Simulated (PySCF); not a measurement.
Oscillator strengths, rates and cross-sections

Species: C7H12Si.
Atom-mapped SMILES: `[SiH3:1][CH2:2][C@@H:3]1[CH:4]=[CH:5][C@@H:6]2[CH2:7][C@H:8]12` (hydrogens: H9, H10, H11 on Si1; H12, H13 on C2; H14 on C3; H15 on C4; H16 on C5; H17 on C6; H18, H19 on C7; H20 on C8)

Theory: TDDFT wB97X-D/def2-SVPD, vertical, gas phase, core orbitals frozen in the response (PySCF). One conformer (not necessarily the lowest) at the PBE0-D3(BJ)/def2-SVP geometry, without solvent, vibrations or thermal averaging.

Computed singlets with f of 0.002 or more:

```csv
state,E (eV),f
S1,6.27,0.133
S2,6.96,0.018
S3,7.24,0.026
S4,7.47,0.019
S5,7.63,0.016
S6,7.75,0.047
```

Task: Give A, τ, |μ| and ∫σ dE for each state.

Result: For one non-degenerate pair of states in vacuum, A = 0.6670 f ν̃² s⁻¹ with ν̃ in cm⁻¹, τ = 1/A, |μ|² = 3f / (2ΔE) in atomic units, and the integrated cross-section is ∫σ dE = 109.76 f Mb·eV.

```tsv
state	A (s⁻¹)	τ	|μ| (D)	∫σ dE (Mb·eV)
S1	2.3×10⁸	4.4 ns	2.36	15
S2	3.8×10⁷	26 ns	0.83	2
S3	5.9×10⁷	17 ns	0.97	2.8
S4	4.7×10⁷	21 ns	0.83	2.1
S5	4.1×10⁷	24 ns	0.75	1.8
S6	1.2×10⁸	8.1 ns	1.27	5.2
```

Leading configurations: S1 H→L (90%); S2 H→L+3 (41%); S3 H-1→L (88%); S4 H→L+3 (37%); S5 H→L+1 (32%); S6 H-2→L (80%) (H = HOMO, L = LUMO).

Only emission to the ground state at the vertical energy is counted.

Task: What is the integrated cross-section of all computed states together?

Result: Σf = 0.259 over S1 to S6, so 109.76 × Σf ≈ 28.5 Mb·eV.

Task: Suppose S1 emitted 0.3 eV lower with the same transition dipole. How would A change?

Result: At fixed |μ|, A goes as the cube of the energy: (5.97/6.27)³ = 0.86, which makes τ about 5.1 ns.

Task: How much energy does a mole of photons resonant with S1 carry?

Result: 6.267 eV × 96.485 = 605 kJ/mol (145 kcal/mol).

Rough CPU time on one thread of a shared machine: about 3 min (with the writing of density and orbital grids).
